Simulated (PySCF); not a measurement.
Si(H)2(Br)(OEt) (C₂H₇BrOSi), SMILES C(C)O[SiH2]Br.

Geometry: PBE0-D3(BJ)/def2-SVP. The values are those of a single conformer.

The numbers are results of PySCF with HF/def2-TZVP, not measurements.

The molecule is in vacuum.

* **total energy**: -3016.18951 hartree
* **highest occupied level**: -11.32 eV
* **lowest empty level**: 3.40 eV
* **orbital gap**: 14.72 eV
* **dipole moment**: 1.70 D
* **quadrupole, principal values (traceless, Buckingham form, about the centre of nuclear charge)**: -4.83, 0.19, 4.65 D·Å
* **mean static polarisability**: 67.3 bohr³ (9.97 Å³)
* **polarisability, principal values**: 58.8, 66.7, 76.4 bohr³
